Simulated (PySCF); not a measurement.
# Working out the ionisation energy of Pt

Pt [Xe] 4f14 5d9 6s1 (3D) → Pt⁺ [Xe] 4f14 5d9 (2D). Calculation: PySCF 2.14, in x2c-TZVPPall; scalar relativity by spin-free X2C-1e. Frozen: [Kr] 4d10 4f14. Energies in hartree (1 hartree = 27.21139 eV):

```
            part     Pt (lower)    Pt⁺ (upper)
             UHF  -18410.137892  -18409.858829
CCSD correlation      -0.510075      -0.466884
             (T)      -0.017270      -0.014258
```

Problem. What does Hartree-Fock give?

Solution. (-18409.858829) − (-18410.137892) = 0.279063 hartree = 7.594 eV.

Problem. What do CCSD and CCSD(T) give?

Solution. The CCSD correlation energies differ by 0.043191 hartree = 1.175 eV and the triples by 0.003012 hartree = 0.082 eV, so CCSD gives 8.769 eV and CCSD(T) 8.851 eV.

A first-order spin-orbit estimate adds -0.020 eV to CCSD(T) (valence and next inner shell), giving 8.831 eV against 8.959 eV (measured; NIST Atomic Spectra Database, ionization energies).

What remains against the reference includes basis incompleteness, the frozen core and higher excitations.
